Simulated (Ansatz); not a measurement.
Computed with Ansatz on PBE0-D4/def2-TZVP structures; ΔE is electronic, products minus reactants. CCSD(T)/CBS adds triple-zeta CCSD(T) − MP2 to the extrapolated MP2 energy (def2 sets, frozen cores). This one scheme is used for every species. Functionals use def2-TZVPP. B3LYP here is the variant with VWN-RPA as its local correlation; programs differ in this. For Se outer-core shells are correlated without core-valence functions, which leaves a few kJ/mol of doubt a bond. Scalar relativity is left out up to krypton. Each species was taken in one conformer, which may not be the lowest.

`[CH3][Al]([OH])[F]` + H₂Se → `[OH][Al]([F])[SeH]` + CH₄  (ligand exchange at the Al–C bond)

| level | ΔE (kJ/mol) |
| --- | --- |
| r2SCAN-D4 | -114.8 |
| PBE0-D4 | -113.0 |
| B3LYP-D4 | -110.3 |
| ωB97M-V | -107.8 |
| LC-ωPBE | -108.5 |
| CCSD/def2-SVP | -108.7 |
| MP2/def2-TZVPP | -116.5 |
| HF/CBS(def2) | -118.9 |

Task: What does CCSD(T)/CBS give? (An estimate is asked.)

Result: Computed: -114.7 kJ/mol. The listed levels differ from it by -0.1, 1.7, 4.4, 6.9, 6.2, 6.0, -1.8, -4.2 kJ/mol.

Largest T1 diagnostic among the species: 0.012.

At CCSD(T), def2-SVP lies +6.0 kJ/mol from the extrapolated value and def2-TZVPP +3.1 kJ/mol. From BLYP to BHLYP (50 % exact exchange), in def2-TZVPP and without D4, ΔE moves by −7.9 kJ/mol.
